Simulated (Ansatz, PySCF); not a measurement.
Pair of molecules: SiH4 (SMILES [SiH4]) (first 5 atoms) with H2Se (SMILES [SeH2]); geometry from B3LYP-D3(BJ)/def2-TZVP, rigid monomers moved along the line of their centres of mass till Si1···Se6 is 3.50 Å.
(charge 0, multiplicity 1):
```xyz
8

Si     0.195    -0.010     0.036
H     -0.614    -1.176     0.450
H     -0.444     1.238     0.510
H      0.273     0.025    -1.445
H      1.562    -0.116     0.590
Se    -0.073     0.021     3.525
H      0.346     1.423     3.383
H     -1.467     0.373     3.219
```

Quantity: the interaction energy.

Interaction energies are E(AB) − E(A) − E(B) at the monomers' geometry in the complex; basis-set methods are counterpoise corrected.

Cores are frozen in the correlated methods. Filled d and f shells under p-block atoms count as core. CBS(a, b) extrapolates the correlation energy as X⁻³ and adds the Hartree–Fock energy of set b.

Programs: Ansatz (Gaussian orbitals); PySCF for the dispersion terms. 

Costs are ratios of core time to PBE/def2-TZVPPD (roughly 4 s), for whole runs (searches for the state included, and forces where a run took them) on one shared machine, so rough; each difference counts from 4.0 meV (CCSD(T)/CBS(def2-SVPD, def2-TZVPPD), a level with limits of its own).

```csv
level,basis functions,cost,difference (meV)
PBE/def2-TZVPPD,207,×1,18.9
PBE-D3(BJ)/def2-TZVPPD,207,×1,-43.1
PBE0/def2-TZVPPD,207,×1,17.3
PBE0-D3(BJ)/def2-TZVPPD,207,×1,-43.7
B3LYP/def2-TZVPPD,207,×2,84.9
B3LYP-D3(BJ)/def2-TZVPPD,207,×2,-29.8
r2SCAN/def2-TZVPPD,207,×2,1.4
r2SCAN-D3(BJ)/def2-TZVPPD,207,×2,-19.7
CCSD(T)/def2-SVPD,113,×3,35.8
wB97X-V/def2-TZVPPD,207,×4,-17.3
wB97M-V/def2-TZVPPD,207,×4,-29.0
CCSD(T)/def2-TZVPPD,207,×100,10.1
```

The cheapest listed level whose difference stays within 10.8 meV: r2SCAN/def2-TZVPPD (1.4 meV, cost ×2).

With a budget of 10 times the cost of PBE/def2-TZVPPD, the closest level: r2SCAN/def2-TZVPPD, at 1.4 meV; next is wB97X-V/def2-TZVPPD at -17.3 meV.

What the step from CCSD(T)/def2-SVPD to CCSD(T)/def2-TZVPPD costs and buys: 113 to 207 functions, cost ×30 (rough); the difference goes from 35.8 to 10.1 meV.

Ansatz is an electronic-structure program.
